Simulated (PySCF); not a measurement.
Numbering as in the mapped SMILES `[SiH3:1][O:2][c:3]1[cH:4][cH:5][n:6][cH:7][cH:8]1` (H(Xn): hydrogen on atom n).

GIAO PBE0/pcSseg-1 shifts (PySCF 2.14, gas phase, non-relativistic, equivalent atoms averaged), each against references optimised in the same way as the molecule (TMS, H2O, NH3).

On the GFN2-xTB geometry: Si1 -41.7, O2 101.3, C3 168.7, C5/C7 157.0, C4/C8 117.3, N6 340.5, H(C5)/H(C7) 8.84, H(C4)/H(C8) 6.85, H(Si1) 5.15 ppm.

**Question.** What changes on the PBE0-D3(BJ)/def2-SVP geometry?

**Answer.** 
| atoms | δ (ppm) | change |
| --- | --- | --- |
| Si1 | -33.9 | +7.8 |
| O2 | 106.3 | +5.0 |
| C3 | 168.2 | -0.5 |
| C5/C7 | 157.3 | +0.3 |
| C4/C8 | 116.9 | -0.4 |
| N6 | 341.1 | +0.6 |
| H(C5)/H(C7) | 8.62 | -0.22 |
| H(C4)/H(C8) | 6.70 | -0.15 |
| H(Si1) | 5.06 | -0.09 |

Bonds between heavy atoms that differ most (equivalent bonds averaged): Si1–O2 1.632 → 1.685 Å, C5–N6 1.322 → 1.331 Å, C4–C5 1.384 → 1.392 Å, C3–C4 1.393 → 1.398 Å, O2–C3 1.339 → 1.344 Å. Mean change of bonds to hydrogen: Si–H +0.029 Å, C–H +0.014 Å.
